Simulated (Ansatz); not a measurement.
Two structures of BH$_{5}$SeO, closed shell, reached by relaxing down either side of one saddle point (PBE0-D4/def2-TZVP). Energies are electronic, without zero-point energy. Computed with Ansatz 0.2.0 (basis: def2-TZVPP and def2-QZVPP); correlated methods freeze the cores. Filled d shells of the heavier atoms are correlated. The def2 sets are not built for correlating such inner shells, so the correlated values are less sure here. Extrapolation: Hartree–Fock as exp(−7.88 √X), correlation as X^−2.97. First:

```xyz
8
angstrom
B -0.0325 -0.7845 -0.7826
O -0.1607 0.1050 -1.7955
H 1.0787 -0.9955 -0.3892
H -0.9808 -1.4031 -0.3809
H 0.9858 1.6543 1.2035
Se -0.2702 1.1275 1.7472
H -1.0683 0.2116 -2.0896
H 0.4481 0.0844 2.4869
```

Second:

| atom | x (Å) | y (Å) | z (Å) |
| --- | --- | --- | --- |
| B1 | -0.1378 | -0.6747 | -0.0141 |
| O2 | 0.1563 | 0.5925 | -1.0943 |
| H3 | 0.8125 | -1.3873 | -0.1299 |
| H4 | -1.2095 | -1.0972 | -0.3541 |
| H5 | 0.0844 | 1.3700 | -0.5106 |
| Se6 | -0.2917 | 0.2687 | 1.7627 |
| H7 | -0.5554 | 0.6435 | -1.7444 |
| H8 | 1.1413 | 0.2843 | 2.0847 |

Task: Which bonds change from the first to the second?

Result: BH₃O ([BH2][OH]) + H₂Se → BH₃Se ([BH2][SeH]) + H₂O (still joined by a long B–O bond); bonds formed: B1–Se6, O2–H5; bonds broken: H5–Se6; bonds weakened to dative contacts: B1–O2.

Task: Give the saddle point's structure and its height above each. (To be estimated.)

Result: By the calculation: 95.6 kJ/mol above the first and 71.4 kJ/mol above the second (CCSD(T) at an estimated basis limit (MP2 extrapolated from triple and quadruple zeta, plus CCSD(T) − MP2 in triple zeta)).
B1  (-0.133, -0.701, -0.270)
O2  (0.189, 0.499, -1.123)
H3  (0.792, -1.441, -0.113)
H4  (-1.235, -1.147, -0.428)
H5  (0.045, 1.108, 0.092)
Se6  (-0.272, 0.518, 1.609)
H7  (-0.544, 0.721, -1.705)
H8  (1.157, 0.442, 1.937)
(Å)

No T1 diagnostic of these runs exceeds 0.012.

Labels in which every atom is bracketed show which atoms are joined, not bond orders.

For scale, one of the runs: CCSD(T)/def2-TZVPP, 180 basis functions, launched by `ansatz run in.yaml --threads 4 --pin off --events-out ev --progress --plain --max-ram 9574MiB`. Time: 44 s of wall clock on 4 CPU threads of an Arm Neoverse V1; the host was shared. Peak host memory: 1.8 GiB.
